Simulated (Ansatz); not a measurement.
Start from CH₄ and change one element to get `[SnH4]`.

Ansatz, PBE0-D4/def2-TZVP geometries, multiplicity 1. 

Elements past krypton have def2 core potentials.

```tsv
property	CH₄
size of the dipole moment (PBE/def2-TZVPP) / D	0.00
HOMO–LUMO gap (B3LYP/def2-TZVPP) / eV	12.07
HOMO–LUMO gap (PBE/def2-TZVPP) / eV	10.36
HOMO–LUMO gap (PBE0/def2-TZVPP) / eV	12.68
HOMO energy (PBE0/def2-TZVPP) / eV	-10.98
ideal-gas entropy at 298 K and 1 bar (rigid rotor, harmonic PBE0-D4/def2-TZVP) / J/(mol·K)	186
```

(1) What does the change do to each property? (Best estimate.)

Results:

(1) The calculation gave: 
| property | `[SnH4]` | shift |
| --- | --- | --- |
| size of the dipole moment (PBE/def2-TZVPP) / D | 0.00 | 0.00 |
| HOMO–LUMO gap (B3LYP/def2-TZVPP) / eV | 9.28 | -2.79 |
| HOMO–LUMO gap (PBE/def2-TZVPP) / eV | 7.65 | -2.71 |
| HOMO–LUMO gap (PBE0/def2-TZVPP) / eV | 9.85 | -2.83 |
| HOMO energy (PBE0/def2-TZVPP) / eV | -9.16 | 1.82 |
| ideal-gas entropy at 298 K and 1 bar (rigid rotor, harmonic PBE0-D4/def2-TZVP) / J/(mol·K) | 228 | 42 |

With PBE0 the HOMO rises by 1.82 eV and the LUMO falls by 1.01 eV, so the gap narrows by about 2.83 eV. PBE moves the HOMO by 1.51 eV and ωB97M-V by 2.02 eV.

B3LYP here is the variant with VWN-RPA as its local correlation; programs differ in this.
